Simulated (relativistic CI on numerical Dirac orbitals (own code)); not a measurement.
**Cu⁴⁺: L2,3 absorption edge**

Computed with this model: Dirac-Coulomb-Breit CI, KLI orbitals optimised for each configuration, a model potential for QED, valence Slater integrals scaled by 0.8, multiplet model of core-to-valence dipole absorption; configurations [Ar] 3d7 → [He] 2s2 2p5 3s2 3p6 3d8; 300 K; Lorentzian 0.4 eV and Gaussian 0.3 eV FWHM. Energies are those of the free ion, without screening or charge transfer. The branching ratio is the share of the lower-energy edge in the whole absorption, uncertain by about 0.02 where the edges overlap. S is read from ⟨S²⟩ = S(S + 1).

Field parameters in Wybourne normalisation: Oh B⁴₀ = 21Dq, B⁴₄ = √(5/14) B⁴₀. The field is a parameter set, without covalency.

Computed curve for Oh, 10Dq = 11300 cm⁻¹, scaled to 100 at the maximum (points under 2 are left out and the grid is thinned):

(Energy (eV), Intensity): (933.5, 2.1), (933.8, 2.8), (934.0, 3.5), (934.3, 5.5), (934.6, 10.8), (934.8, 21.5), (935.1, 50.8), (935.4, 33.5), (935.6, 21.4), (935.9, 26.5), (936.1, 47.9), (936.4, 74.7), (936.7, 77.7), (936.9, 80.8), (937.2, 66.6), (937.5, 63.5), (937.7, 85.0), (938.0, 73.6), (938.3, 46.0), (938.5, 43.7), (938.8, 63.9), (939.1, 92.7), (939.3, 98.9), (939.6, 50.0), (939.8, 30.8), (940.1, 30.2), (940.4, 26.5), (940.6, 18.1), (940.9, 14.2), (941.2, 11.4), (941.4, 10.0), (941.7, 12.2), (942.0, 9.1), (942.2, 8.5), (942.5, 8.0), (942.8, 4.9), (943.0, 5.0), (943.3, 4.2), (943.5, 2.6), (957.0, 2.4), (957.3, 3.4), (957.5, 5.3), (957.8, 14.0), (958.1, 21.4), (958.3, 19.0), (958.6, 19.3), (958.9, 29.8), (959.1, 29.5), (959.4, 30.4), (959.7, 19.2), (959.9, 11.6), (960.2, 8.4), (960.4, 5.6), (960.7, 3.1), (961.0, 3.5), (961.2, 4.7), (961.5, 4.5), (961.8, 4.2), (962.0, 3.3), (962.3, 2.0)

The ground state has S = 1.50, and the centroid lies at 941.35 eV.
